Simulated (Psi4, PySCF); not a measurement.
CH$_{7}$GeN, singlet, geometry from GFN2-xTB, atoms displaced at random by about 0.03 Å a coordinate. Base run: B3LYP/STO-3G, gradient (PySCF).

Input for PySCF:
```python
from pyscf import gto, scf, dft

mol = gto.M(
    atom='''
Ge   -0.04661671   -0.27585085    0.19996980
C     1.56948085    0.46161355   -0.52956039
N    -1.53508096    0.67755644   -0.11296087
H     0.06480995   -0.40175686    1.64728816
H    -0.31490341   -1.67383338   -0.33359333
H     1.58146033    0.43590049   -1.61891519
H     1.84005542    1.45157867   -0.13975525
H     2.50414897   -0.15716724   -0.34341762
H    -1.77323614    0.73821002   -1.09397244
H    -1.55354717    1.58672492    0.33087932
''',
    basis='sto-3g',
    verbose=4,
)

mf = dft.RKS(mol)
mf.xc = 'b3lyp'
mf.kernel()
g = mf.nuc_grad_method()
grad = g.kernel()
```

Programs used: Psi4, PySCF; a row that names a program was run with it.

The coordinate followed is z of atom 5.

Variants of this job, named by their change:

| change | dE/dx (Eh/bohr) | net force (Eh/bohr) |
|---|---|---|
| base | -0.007951 | 0.000060 |
| finite difference step (bohr) = 1e-4; conv_tol = 1e-11 | -0.007951 | - |
| grids.level = 1; grid_response = on | -0.007942 | 0.000000 |
| finite difference step (bohr) = 0.01; conv_tol = 1e-11 | -0.007952 | - |
| grids.level = 0; grid_response = off | -0.007845 | 0.007171 |
| finite difference step (bohr) = 0.2; conv_tol = 1e-11 | -0.008055 | - |
| conv_tol = 1e-6 | -0.007948 | 0.000060 |
| conv_tol = 1e-11 | -0.007951 | 0.000060 |
| code = psi4 | -0.007942 | 0.000108 |
| grids.level = 1; grid_response = off | -0.007950 | 0.000348 |
| density fitting = on; auxbasis_response = off | -0.007913 | 0.002842 |
| density fitting = on | -0.007942 | 0.000060 |

The net force is zero for an exact gradient.
